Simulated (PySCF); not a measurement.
C2F5, doublet, geometry from GFN2-xTB. Base run: TPSS/STO-3G in PySCF.

Geometry (Å):
```xyz
7

F      1.3326    -1.3451    -0.0996
C      0.8934    -0.1032    -0.2230
F      1.6950     0.7616     0.3769
C     -0.5943     0.1192    -0.0750
F     -1.0323    -0.0897     1.1818
F     -0.9189     1.3692    -0.3955
F     -1.2759    -0.7067    -0.8650
```
Charge 0, spin multiplicity 2.
Orbitals are unrestricted.
All else is at PySCF's defaults.
Base energy -567.25406 Eh.

The base run was repeated with changes; each row names its change, and settings that it needs were set with it.

```csv
change,ΔE vs base (µEh),grid points,electrons on the grid
base,0.0,99552,56.99999
"grids.atom_grid = (30, 110)",-2838,17200,56.99982
grids.radi_method = delley,-1.1,105704,56.99999
grids.level = 5,-17.9,305352,57.00000
"grids.atom_grid = (50, 194)",-162,46040,56.99999
grids.prune = dft.gen_grid.sg1_prune,-151,44432,57.00004
grids.radi_method = mura_knowles,-0.6,95232,56.99999
grids.level = 4,-18.8,201400,57.00000
"grids.atom_grid = (150, 974)",-17.3,556024,57.00000
"grids.atom_grid = (99, 590)",-18.8,222344,57.00000
grids.radi_method = gauss_chebyshev,2.8,97424,56.99999
```

Open shells are given as the SCF converged; they aren't shown to be the lowest states, and a large step between rows can be another state.
